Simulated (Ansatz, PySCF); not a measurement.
Scan of CF3 (cation, charge +1), singlet: umbrella (inversion) coordinate, bond length relaxed. Scanned: angle between the C-F bonds and the threefold axis (90 = planar). Other coordinates (C-F bond length) were minimised at B3LYP/def2-TZVP.

Computed with: MP2 on RHF/cc-pVDZ, 4 core orbitals frozen (PySCF); r2SCAN/cc-pVDZ (PySCF); RKS-PBE/cc-pVDZ = restricted PBE/cc-pVDZ (Ansatz, a first-principles code).

Energies in kcal/mol, each method relative to its own lowest point.

```json
[
 {"a / °": "90", "MP2": "0.0", "r2SCAN": "0.0", "RKS-PBE/cc-pVDZ": "0.0"},
 {"a / °": "93", "MP2": "1.2", "r2SCAN": "1.1", "RKS-PBE/cc-pVDZ": "1.0"},
 {"a / °": "96", "MP2": "4.8", "r2SCAN": "4.4", "RKS-PBE/cc-pVDZ": "4.2"},
 {"a / °": "99", "MP2": "10.9", "r2SCAN": "10.0", "RKS-PBE/cc-pVDZ": "9.5"},
 {"a / °": "102", "MP2": "19.5", "r2SCAN": "18.0", "RKS-PBE/cc-pVDZ": "17.0"},
 {"a / °": "105", "MP2": "30.7", "r2SCAN": "28.3", "RKS-PBE/cc-pVDZ": "26.9"},
 {"a / °": "108", "MP2": "44.7", "r2SCAN": "41.3", "RKS-PBE/cc-pVDZ": "39.2"},
 {"a / °": "111", "MP2": "61.7", "r2SCAN": "57.1", "RKS-PBE/cc-pVDZ": "54.1"},
 {"a / °": "114", "MP2": "81.8", "r2SCAN": "75.9", "RKS-PBE/cc-pVDZ": "72.0"},
 {"a / °": "117", "MP2": "105.4", "r2SCAN": "98.1", "RKS-PBE/cc-pVDZ": "93.2"},
 {"a / °": "120", "MP2": "132.9", "r2SCAN": "123.9", "RKS-PBE/cc-pVDZ": "117.8"},
 {"a / °": "123", "MP2": "164.5", "r2SCAN": "153.9", "RKS-PBE/cc-pVDZ": "146.4"},
 {"a / °": "126", "MP2": "200.5", "r2SCAN": "—", "RKS-PBE/cc-pVDZ": "179.1"},
 {"a / °": "129", "MP2": "241.2", "r2SCAN": "—", "RKS-PBE/cc-pVDZ": "(withheld)"}
]
```

Q: What belongs in the gaps?

A: 
- 129, RKS-PBE/cc-pVDZ: 213.6

Dashes: no converged value, or the column stops at the first point that the program doubted or that broke a chosen test of continuity, which isn't proof of a fault.

The scan ran from 90.0 to 132.0; beyond the range shown the relaxed coordinates jump or full CI changes its symmetry label.
